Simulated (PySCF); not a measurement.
Trends in electronic spectra. Computed with PySCF 2.14.0, density-fitted response routines, TDDFT PBE0/def2-SVPD, vertical, gas phase, core orbitals frozen in the response. Geometries: GFN2-xTB; one conformer of each isolated species. Triplets are in the Tamm–Dancoff approximation. Ions are computed without counter-ions or solvent.

Question: Rank by computed HOMO–LUMO gap, lowest first.
A. `C#C[C@]1(C)C=C1OC=O`
B. `CC#C[C@@H]1C=COC1=O`
C. `C=C[C@@](F)(CC)[SiH2]O`
D. `C=N[Si@@H]([SiH3])CCF`
E. `FC(F)C1=C[CH+]CC=C1`
F. `O=COc1ccc[n+]([O-])c1`
G. `n1c(C(F)(F)F)cnn1[SiH3]`

Answer: E (4.72 eV), F (5.16 eV), D (6.00 eV), A (6.42 eV), B (6.62 eV), C (7.20 eV), G (7.51 eV).

```
                 SMILES  gap (eV)  LUMO (eV)  α (au)  HOMO (eV)  first f ≥ 0.01 (nm)    S1 mainly
    FC(F)C1=C[CH+]CC=C1      4.72      -8.78    77.0     -13.50                  299    H→L (98%)
  O=COc1ccc[n+]([O-])c1      5.16      -1.58    91.7      -6.74                  292  H→L+1 (74%)
  C=N[Si@@H]([SiH3])CCF      6.00      -1.08   103.1      -7.08                  204    H→L (98%)
    C#C[C@]1(C)C=C1OC=O      6.42      -1.09    86.2      -7.51                  236    H→L (71%)
    CC#C[C@@H]1C=COC1=O      6.62      -0.79    83.9      -7.41                  221    H→L (45%)
 C=C[C@@](F)(CC)[SiH2]O      7.20      -0.09    90.9      -7.29                  191  H→L+1 (98%)
FC(F)(F)c1cnn([SiH3])n1      7.51      -1.09    81.8      -8.60                  189  H-1→L (98%)
```

H and L stand for HOMO and LUMO.

- `FC(F)C1=C[CH+]CC=C1`: Löwdin shares by element: HOMO carbon 83% or more (atoms not listed hold the other 17%); LUMO carbon 69% or more (atoms not listed hold the other 31%).
- `O=COc1ccc[n+]([O-])c1`: Löwdin shares by element: HOMO oxygen 45% or more, carbon 23% or more, nitrogen 12% (atoms not listed hold the other 20%); LUMO carbon 27% or more, nitrogen 17%, oxygen 13% or more (atoms not listed hold the other 43%).
- `C=N[Si@@H]([SiH3])CCF`: Löwdin shares by element: HOMO nitrogen 56%, carbon 16% or more, silicon 9% or more, hydrogen 6% or more; LUMO carbon 39% or more, nitrogen 32%, silicon 6% or more, hydrogen 6% or more (atoms not listed hold the other 16%).
- `C#C[C@]1(C)C=C1OC=O`: Löwdin shares by element: HOMO carbon 76% or more (atoms not listed hold the other 24%); LUMO carbon 44% or more, oxygen 34% (atoms not listed hold the other 22%).
- `CC#C[C@@H]1C=COC1=O`: Löwdin shares by element: HOMO carbon 66% or more (atoms not listed hold the other 34%); LUMO carbon 51% or more, oxygen 18% or more (atoms not listed hold the other 31%).
- `C=C[C@@](F)(CC)[SiH2]O`: Löwdin shares by element: HOMO carbon 64% or more, silicon 10% (atoms not listed hold the other 26%); LUMO carbon 64% or more, silicon 8% (atoms not listed hold the other 28%).
- `FC(F)(F)c1cnn([SiH3])n1`: Löwdin shares by element: HOMO carbon 46% or more, nitrogen 31% or more (atoms not listed hold the other 23%); LUMO nitrogen 66%, carbon 13% or more (atoms not listed hold the other 22%).
